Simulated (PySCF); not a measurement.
A structure optimised at PBE-D3(BJ)/def2-SVP, used in a PySCF frequency run:

```
C
C 1 1.3614
H 1 1.1045 2 117.99
H 2 1.1062 1 120.56 3 0.00
C 2 1.4237 4 116.35 1 180.00
C 5 1.2275 4 153.62 2 180.00
H 6 1.0812 4 163.01 2 180.00
Si 1 1.8740 3 119.08 2 180.00
F 8 1.6438 1 107.14 3 0.00
H 8 1.5013 9 108.03 1 120.19
H 8 1.5013 10 110.56 9 -118.01
```
Charge 0, spin multiplicity 1.

Write its SMILES, formula and point group.

C#C/C=C\[SiH2]F, C4H5FSi, Cs

What are its rotational constants (standard atomic weights)?

7.2493, 1.4506, 1.2267 GHz
